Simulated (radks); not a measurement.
Effect of the nuclear size on neutral thallium, [Hg] 6p1. Method: Dirac Kohn-Sham, PBE, spin-unpolarised, spherical densities, finite nucleus; open shells fill j = l - 1/2 first; Fermi nuclear charge, rms radius 5.4759 fm; computed with a radial shooting solver on a logarithmic mesh with Libxc functionals. The rms radius is varied about that value; shifts are against it.

rms radius (fm)  total energy shift (eV)  density at nucleus (e/bohr^3)  1s1/2 shift (meV)  2s1/2 shift (meV)  4p1/2 shift (meV)  5s1/2 shift (meV)  5p1/2 shift (meV)  6s1/2 shift (meV)  6p1/2 shift (meV)
4.7531                             -29.3                      2.679e+06             -11700              -1760              -1.96              -20.5              0.458              -1.72              0.315
5.0543                             -17.4                       2.61e+06              -6950              -1050              -1.17              -12.1              0.271              -1.02              0.187
5.4759                                 0                      2.523e+06              0.000              0.000              0.000              0.000              0.000              0.000              0.000
5.9194                              19.2                      2.441e+06               7650               1150               1.30               13.4             -0.297               1.12             -0.206
6.4123                              41.5                       2.36e+06              16600               2490               2.81               28.9             -0.640               2.43             -0.445

Slopes of the eigenvalues against <r^2> in GHz/fm^2, as finite differences over the two radii next to the reference (eigenvalue slopes, not the field-shift constants of lines): 1s1/2 372000, 2s1/2 56000, 4p1/2 62.7, 5s1/2 649, 5p1/2 -14.5, 6s1/2 54.5, 6p1/2 -9.99.
